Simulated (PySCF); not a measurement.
# How the method changes the constants of CaIn

State: ²Π (doublet), unpaired electrons π ↑. Set-up: PySCF, scalar-relativistic core potentials, basis sets Ca def2-SVP, In def2-SVP with ECP28. De refers to Ca + In in their high-spin ground configurations, without counterpoise correction. The functionals are run spin-unrestricted. A positive dipole means Ca(−)In(+). Levels whose curve was spin-contaminated or gave no clean fit are not listed.

| Level | Re (Å) | ωe (cm⁻¹) | De (eV) | μ (D) |
| --- | --- | --- | --- | --- |
| ROHF-MP2 | 3.431 | 99.5 | 0.325 | n/a |
| ROHF-SCS-MP2 | 3.496 | 87.8 | 0.246 | n/a |
| ROHF-CCSD | 3.466 | 95.4 | 0.276 | n/a |
| ROHF-CCSD(T) | 3.411 | 106 | 0.348 | n/a |
| PBE | 3.258 | 133 | 0.72 | -2.12 |
| PBEsol | 3.210 | 140 | 0.83 | -2.23 |
| PW91 | 3.246 | 135 | 0.75 | -2.13 |
| MN15 | 3.315 | 115 | 0.56 | -2.37 |

The bond length runs from 3.210 Å (PBEsol) to 3.496 Å (ROHF-SCS-MP2). De spans 0.25 eV (ROHF-SCS-MP2, perturbation theory) to 0.83 eV (PBEsol, GGA).

Correlated steps freeze 9 core orbitals. Correlated levels converge slowly with the basis: in double zeta they bind strong bonds too weakly, by up to about 1 eV, and carry superposition errors of some tenths. These are scalar-relativistic numbers at best; spin–orbit coupling would shift them, the dissociation energy most. The state was picked by a PBE0 search and need not be the measured ground state.

The whole job (state search and all levels along the bond) took about 5.2 min on 1 thread of Arm Neoverse N1 (shared host), peak memory 0.63 GiB.
